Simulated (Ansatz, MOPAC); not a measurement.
Reaction (SMILES): [OH][GeH-][Cl] -> [O-][GeH2][Cl]

Wanted: isomerisation energy (enthalpy at 298 K), in kcal/mol. Terms: non-relativistic; spin-orbit terms left out; dispersion terms only where a functional's name holds one. First-principles rows: single points at B3LYP-D3(BJ) geometries (Ansatz, an electronic-structure program), with unscaled harmonic terms from B3LYP/6-31G* (LANL2DZ past Ar) at its own minima. Semi-empirical rows: MOPAC heats of formation at their own minima for 298 K. Anions need diffuse functions, which STO-3G, LANL2DZ, def2-SVP, cc-pVDZ and Pople sets without + lack.

```csv
species,coefficient,"E at HF/STO-3G (Ansatz), Eh","E at B3LYP/def2-TZVPD (Ansatz), Eh","H(298 K) - E, kcal/mol","heat of formation at AM1 (MOPAC), kcal/mol"
[OH][GeH-][Cl],-1,-2581.27333,-2613.86607,16.53,-136.59
[O-][GeH2][Cl],+1,-2581.22059,-2613.84150,14.94,-84.13
```

 1 Eh = 627.5095 kcal/mol.

Q: Compute it at each level from the table.

A: 
- HF/STO-3G: the sum of coefficient times E is 0.05274 Eh, or 33.09 kcal/mol; the thermal terms add -1.59. Result: 31.5 kcal/mol.
- B3LYP/def2-TZVPD: the sum of coefficient times E is 0.02457 Eh, or 15.42 kcal/mol; the thermal terms add -1.59. Result: 13.8 kcal/mol.
- AM1: the sum of coefficient times heat of formation is 52.46 kcal/mol; it needs no thermal term.
